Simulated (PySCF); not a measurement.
Vertical excitations of a molecule Cl2H4OSi2 from TDDFT-ωB97X/def2-SVPD run with PySCF, as energy in eV (oscillator strength): 8.00 (0.000), 8.19 (0.003), 8.54 (0.023), 8.73 (0.001), 8.77 (0.059), 9.01 (0.037), 9.08 (0.010), 9.16 (0.044), 9.22 (0.080), 9.27 (0.003). Lowest triplet (TDA): 7.64 eV. Geometry: ωB97X-D3(BJ)/def2-SVP. The values are those of a single conformer.

Task: Which molecule gave these data?
A) [SiH3]O[SiH](Cl)Cl
B) Cl[SiH2]O[SiH2]Cl
C) O[Si]([SiH3])(Cl)Cl
D) O[SiH2][SiH](Cl)Cl

Result: A, [SiH3]O[SiH](Cl)Cl
